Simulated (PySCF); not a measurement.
**Telling isomers of C₆H₉N₃ apart by NMR**

PySCF 2.14 calculation with NMR shieldings at PBE0/pcSseg-1/GIAO and geometry: PBE0-D3(BJ)/def2-SVP; no solvent model, one conformer, one averaged value for each set of equivalent atoms, non-relativistic Hamiltonian.

δ = σ(ref) − σ, references computed at the same level: TMS for 1H (σ = 31.27 ppm) and 13C (σ = 184.41 ppm). Where no couplings were computed, multiplicities follow the n + 1 count of equivalent neighbours, and m marks all less simple cases (inequivalent or close neighbours, rings, F or P nearby). Shifts are as computed. Against solution values, carbons near 30 ppm lie about +2 ppm off and those near 130 ppm about +5 ppm (rms about the fit 1.9 ppm; single classes can miss by 10 ppm). Of 1328 compounds with measured shifts, 309 miss one by over three times the rms of a fit or turn the order of signals round; such compounds aren't used in these exercises. Signals without a measured value on file couldn't be tested in this way; 1H shifts scatter by 0.2 ppm about their fit, and single ones miss by 0.5 ppm. OH and NH positions are gas-phase values without hydrogen bonding to other molecules.

(1) Tabulate the signals of `C=Cn1cc(CC)nn1`, `CCc1cc(C)nnn1`, `Cc1n[nH]nc1C1CC1` and their relative energies.

(2) What is the quickest way to tell CCc1cc(C)nnn1 from Cc1n[nH]nc1C1CC1?

(3) What is the quickest way to tell C=Cn1cc(CC)nn1 from Cc1n[nH]nc1C1CC1?

(4) What is the quickest way to tell C=Cn1cc(CC)nn1 from CCc1cc(C)nnn1?

## Answers

(1) 
```json
{"SMILES": "C=Cn1cc(CC)nn1", "carbon types": "1×C 2×CH 2×CH2 1×CH3", "δC": "154.0, 139.9, 118.5, 103.2, 22.6, 16.7", "δH": "7.56 (s, 1H), 7.47 (m, 1H), 5.43 (m, 1H), 5.08 (m, 1H), 2.60 (q, 2H), 1.42 (t, 3H)", "E rel. (kcal/mol)": "6.4"}
{"SMILES": "CCc1cc(C)nnn1", "carbon types": "2×C 1×CH 1×CH2 2×CH3", "δC": "166.6, 161.3, 118.9, 33.8, 24.0, 16.8", "δH": "6.71 (s, 1H), 2.75 (s, 3H), 2.69 (q, 2H), 1.53 (t, 3H)", "E rel. (kcal/mol)": "8.9"}
{"SMILES": "Cc1n[nH]nc1C1CC1", "carbon types": "2×C 1×CH 2×CH2 1×CH3", "δC": "152.3, 143.9, 12.9, 11.5, 7.6", "δH": "9.89 (br s, 1H), 2.40 (s, 3H), 1.52 (m, 1H), 0.98 (m, 2H), 0.97 (m, 2H)", "E rel. (kcal/mol)": "0.0"}
```

Energies are electronic energies at PBE0/pcSseg-1 on these geometries, without zero-point or thermal terms, each for the one conformer computed, which needn't be the lowest.

(2) Count the carbon signals: 6 against 5. The first has an aromatic CH at 118.9 ppm, the second a three-membered-ring carbon (CH) at 7.6 ppm. Their most deshielded carbons lie at 166.6 and 152.3 ppm. In the proton spectra the most deshielded non-exchanging signals are 6.71 (s, 1H) and 2.40 (s, 3H).

(3) Count the carbon signals: 6 against 5. The first has an alkene CH at 139.9 ppm, the second a three-membered-ring carbon (CH) at 7.6 ppm. Their most deshielded carbons lie at 154.0 and 152.3 ppm. In the proton spectra the most deshielded non-exchanging signals are 7.56 (s, 1H) and 2.40 (s, 3H).

(4) Both give the same number of carbon signals, but DEPT or the intensities differ. The first has a terminal =CH2 carbon at 103.2 ppm, the second a substituted aromatic carbon next to a ring nitrogen (C) at 166.6 ppm. Their most deshielded carbons lie at 154.0 and 166.6 ppm. In the proton spectra the most deshielded non-exchanging signals are 7.56 (s, 1H) and 6.71 (s, 1H).
